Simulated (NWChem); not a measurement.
C₃H₄N₂O; SMILES CO/C=N/C#N

```xyz
10

C     -0.7977    -2.1175     0.0000
O      0.5378    -1.6261     0.0000
C      0.7091    -0.3301     0.0000
N     -0.2687     0.4938     0.0000
C     -0.0561     1.8043     0.0000
N      0.0402     2.9641     0.0000
H     -0.7170    -3.2100     0.0000
H     -1.3351    -1.7670     0.8928
H     -1.3351    -1.7670    -0.8928
H      1.7749    -0.0548     0.0000
```
Atoms are numbered in this order, from 1.

Results from NWChem. Pople sets run with spherical d functions. Geometry: optimised at PBE0/def2-SVP. Level: PBE/6-31G* with COSMO at NWChem's default radii, gas-phase geometry; the question gives the dielectric constant.

### Question
What does the run give for dielectric constant 1.5? Quantities: electrostatic solvation energy (kcal/mol); dipole in solution (D).

### Answer
The electrostatic solvation energy (kcal/mol) comes out as -2.6 and the dipole in solution (D) is 5.74.
